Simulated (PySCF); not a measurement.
**Partial charges of `CCn1nncc1OC`**

C₅H₉N₃O.
Structure used (GFN2-xTB), in Å, numbered top down from 1:
```xyz
18
C5H9N3O angstrom
C      2.4471   -0.2600    0.5744
C      1.6609   -0.2265   -0.7326
N      0.5074    0.6239   -0.6204
N      0.5404    1.9299   -0.9022
N     -0.6087    2.4314   -0.6737
C     -1.4450    1.4738   -0.2278
C     -0.7318    0.2924   -0.1836
O     -1.0095   -0.9816    0.1601
C     -2.3504   -1.2189    0.5325
H      1.8346   -0.6688    1.3747
H      2.7570    0.7457    0.8475
H      3.3303   -0.8816    0.4585
H      2.2777    0.1782   -1.5377
H      1.3152   -1.2293   -0.9963
H     -2.4625    1.6864    0.0228
H     -2.4136   -2.2802    0.7638
H     -3.0350   -0.9769   -0.2855
H     -2.6230   -0.6315    1.4139
```

Density: PBE0/pcSseg-1 (PySCF); schemes: Mulliken, IAO, Hirshfeld and ESP-fitted. The structure is a single GFN2-xTB conformer in the gas phase; no vibrational or solvent corrections.

Which atoms carry the lowest charge in the Mulliken, IAO, Hirshfeld and ESP-fitted schemes?

The schemes don't all agree: Mulliken N3 (-0.515); IAO C1 (-0.426); Hirshfeld N5 (-0.149); ESP-fitted N5 (-0.294).

At which atom do the 4 schemes differ most?

At N3: from -0.515 (Mulliken) to +0.250 e (ESP-fitted), 0.765 e apart.

Which atoms carry the highest charge in the Mulliken, IAO, Hirshfeld and ESP-fitted schemes?

The schemes don't all agree: Mulliken C7 (+0.515); IAO C7 (+0.220); Hirshfeld C7 (+0.096); ESP-fitted N3 (+0.250).

What partial charge does each atom carry?

In e:

| atom | environment | Mulliken | IAO | Hirshfeld | ESP-fitted |
| --- | --- | --- | --- | --- | --- |
| C1 | methyl carbon | -0.285 | -0.426 | -0.118 | -0.196 |
| C2 | sp3 carbon bound to nitrogen | +0.005 | -0.155 | -0.009 | +0.056 |
| N3 | pyrrole-type nitrogen | -0.515 | +0.004 | +0.029 | +0.250 |
| N4 | pyridine-type nitrogen | -0.041 | -0.131 | -0.092 | -0.285 |
| N5 | pyridine-type nitrogen | -0.250 | -0.183 | -0.149 | -0.294 |
| C6 | aromatic CH next to a ring nitrogen | -0.017 | -0.199 | -0.082 | -0.015 |
| C7 | aromatic carbon bearing oxygen | +0.515 | +0.220 | +0.096 | +0.159 |
| O8 | aryl ether oxygen | -0.485 | -0.326 | -0.103 | -0.265 |
| C9 | methoxy carbon | -0.031 | -0.205 | -0.025 | -0.139 |
| H10 | methyl hydrogen | +0.121 | +0.148 | +0.041 | +0.057 |
| H11 | methyl hydrogen | +0.132 | +0.156 | +0.046 | +0.077 |
| H12 | methyl hydrogen | +0.120 | +0.148 | +0.049 | +0.068 |
| H13 | methylene hydrogen | +0.140 | +0.169 | +0.057 | +0.043 |
| H14 | methylene hydrogen | +0.132 | +0.159 | +0.050 | +0.036 |
| H15 | aromatic hydrogen | +0.090 | +0.166 | +0.053 | +0.117 |
| H16 | methyl hydrogen | +0.136 | +0.169 | +0.060 | +0.136 |
| H17 | methyl hydrogen | +0.118 | +0.143 | +0.049 | +0.093 |
| H18 | methyl hydrogen | +0.117 | +0.142 | +0.049 | +0.101 |

Mean size of the charges over all atoms: IAO 0.181 e, Mulliken 0.180 e, ESP-fitted 0.133 e, Hirshfeld 0.064 e. Each set sums to the total charge, 0, to within 0.001 e. The Mulliken scheme counts on each atom the diagonal of the density matrix times the overlap matrix over that atom's basis functions. The Hirshfeld scheme divides the density at each point in proportion to the densities of the neutral, spherically averaged free atoms.

Sum the charges by element, for elements with more than one atom.

| element | atoms | Mulliken | IAO | Hirshfeld | ESP-fitted |
| --- | --- | --- | --- | --- | --- |
| C | 5 | +0.186 | -0.765 | -0.139 | -0.134 |
| N | 3 | -0.806 | -0.309 | -0.211 | -0.329 |
| H | 9 | +1.105 | +1.401 | +0.453 | +0.728 |

How closely do the schemes follow one another over all atoms?

Correlation coefficient and root-mean-square difference: IAO with Hirshfeld 0.91, 0.136 e; Hirshfeld with ESP-fitted 0.88, 0.100 e; IAO with ESP-fitted 0.76, 0.129 e; Mulliken with IAO 0.72, 0.169 e; Mulliken with Hirshfeld 0.68, 0.199 e; Mulliken with ESP-fitted 0.46, 0.220 e.

How many electrons does the Hirshfeld scheme count on C2?

Z − q = 6 − (-0.009) = 6.009.
